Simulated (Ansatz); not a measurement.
A nudged elastic band was laid between two geometries of BrH + Cl4FHW (9 atoms, charge 0, multiplicity 1).

The calculation used RKS PBE/def2-SVP in Ansatz.

| Item | Value |
| --- | --- |
| movable images | 5 |
| climbing image | yes |
| spring | 5.0 eV/Å² |
| optimiser | quadratic models (default) |
| start path | through a guess of the saddle point |
| force threshold | 0.05 eV/Å |
| iteration limit | 60 |
| end points | relaxed |

Initial state:

```xyz
9
Properties=species:S:1:pos:R:3
W 0.029 -0.155 -0.108
F -0.261 0.040 1.769
H 1.447 -0.468 -0.954
Cl 1.256 1.768 0.240
Cl -2.142 -0.964 -0.309
Cl 0.735 -2.291 0.373
Cl -0.315 0.627 -2.260
Br -2.612 2.558 1.770
H -1.787 1.503 2.300
```

Final state:

```xyz
9
Properties=species:S:1:pos:R:3
W -0.304 0.296 -0.252
F -0.854 -0.478 2.253
H 0.800 0.534 0.993
Cl 1.313 1.947 -0.783
Cl -2.437 -0.625 -0.295
Cl 0.742 -1.711 0.020
Cl -0.254 0.087 -2.561
Br -1.384 2.203 1.030
H -1.271 0.365 2.415
```

**Question.** What changes between the two ends?

**Answer.** Bonds broken: Br8–H9. Bonds formed: W1–Br8, F2–H9. BrH + Cl4FHW becomes BrCl4FH2W.

**Question.** What energy profile does the band end with?

**Answer.** The forces met the threshold. The highest image is number 5 of 0 to 6, 0.48 eV above the first end and 0.15 eV above the last; the last end lies 0.33 eV above the first. The profile has 2 maxima (images 2, 5) with wells between them (image 3): this band takes more than one step, which may be the mechanism or a detour left from its start path. A vibrational analysis at the climbing image gives one clearly imaginary mode, 50i cm⁻¹: a first-order saddle point. The orbitals stay closed-shell, which can raise the energy where a bond breaks towards radicals; this wasn't checked here.

```json
{"image": "0", "path coordinate (Å)": "0.00", "energy (eV)": "0.00", "Br8–H9 (Å)": "1.44", "W1–Br8 (Å)": "4.23", "F2–H9 (Å)": "2.18"}
{"image": "1", "path coordinate (Å)": "1.75", "energy (eV)": "0.02", "Br8–H9 (Å)": "1.44", "W1–Br8 (Å)": "5.04", "F2–H9 (Å)": "2.08"}
{"image": "2", "path coordinate (Å)": "3.49", "energy (eV)": "0.08", "Br8–H9 (Å)": "1.44", "W1–Br8 (Å)": "5.31", "F2–H9 (Å)": "2.10"}
{"image": "3", "path coordinate (Å)": "5.24", "energy (eV)": "0.06", "Br8–H9 (Å)": "1.44", "W1–Br8 (Å)": "4.93", "F2–H9 (Å)": "2.20"}
{"image": "4", "path coordinate (Å)": "6.98", "energy (eV)": "0.10", "Br8–H9 (Å)": "1.44", "W1–Br8 (Å)": "3.60", "F2–H9 (Å)": "2.08"}
{"image": "5", "path coordinate (Å)": "8.73", "energy (eV)": "0.48", "Br8–H9 (Å)": "2.19", "W1–Br8 (Å)": "2.61", "F2–H9 (Å)": "0.97"}
{"image": "6", "path coordinate (Å)": "10.10", "energy (eV)": "0.33", "Br8–H9 (Å)": "2.30", "W1–Br8 (Å)": "2.54", "F2–H9 (Å)": "0.95"}
```

**Question.** What is the geometry of the highest image?

**Answer.** 
```xyz
9
Properties=species:S:1:pos:R:3
W -0.304 0.230 -0.183
F -0.507 0.008 2.257
H 1.060 -0.017 0.734
Cl 1.225 2.009 -0.294
Cl -2.362 -0.886 0.032
Cl 0.543 -1.950 -0.335
Cl -0.362 0.337 -2.452
Br -1.791 2.154 0.765
H -1.151 0.734 2.297
```

The run took 10 min on 4 threads of Arm Neoverse V1, on a shared host, peak memory 0.3 GiB.
